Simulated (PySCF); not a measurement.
H₄F₄Si₃, SMILES [SiH2]([Si](F)(F)F)[SiH2]F, GFN2-xTB optimised geometry.

```
11

F      2.54    -0.60     1.52
Si     2.07    -0.88     0.00
Si    -0.25    -0.88     0.00
Si    -1.16     1.21     0.00
F     -0.96     2.07     1.32
F     -0.55     2.17    -1.12
F     -2.73     1.36    -0.26
H      2.70    -2.17    -0.29
H      2.73     0.18    -0.75
H     -0.74    -1.59    -1.20
H     -0.83    -1.63     1.13
```

Density from PySCF with B3LYP/def2-TZVP at that geometry.

Minimum of the electron density along straight lines between bonded atoms, close to the bond critical point (lines longer than 1.1 times the sum of covalent radii, or with two minima, are not listed):

```tsv
bond	length / Å	ρ at the minimum / e bohr⁻³	∇²ρ there / e bohr⁻⁵	position (fraction from the first atom)
F1–Si2	1.613	0.133	0.93	0.58
Si2–Si3	2.320	0.099	-0.18	0.50
Si3–Si4	2.284	0.101	-0.10	0.36
Si4–F5	1.592	0.143	1.00	0.42
Si4–F6	1.594	0.142	1.01	0.42
Si4–F7	1.591	0.143	1.00	0.42
Si2–H8	1.459	0.129	0.17	0.49
Si2–H9	1.460	0.129	0.16	0.49
Si3–H10	1.475	0.121	0.17	0.49
Si3–H11	1.474	0.122	0.17	0.49
```
